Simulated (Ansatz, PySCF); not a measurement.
This triplet is an excited state, 0.37 eV above the relaxed singlet at the level frozen-core CCSD(T)/cc-pVTZ // PBE0-D3(BJ)/def2-TZVP (Ansatz, a first-principles code).

Z-matrix (Å, degrees):
```
B
H 1 1.1928
H 1 1.1980 2 121.65
C 1 1.5001 2 119.20 3 180.00
Cl 4 1.6419 1 136.17 2 -179.99
```
Charge 0, spin multiplicity 3.

Q: Predict the total energy, dipole moment and highest occupied spin orbital from PBE0-D3(BJ)/def2-TZVP run with PySCF.

A: 
- total energy: -14259.50 eV
- dipole moment: 0.72 D
- highest occupied spin orbital: -7.08 eV
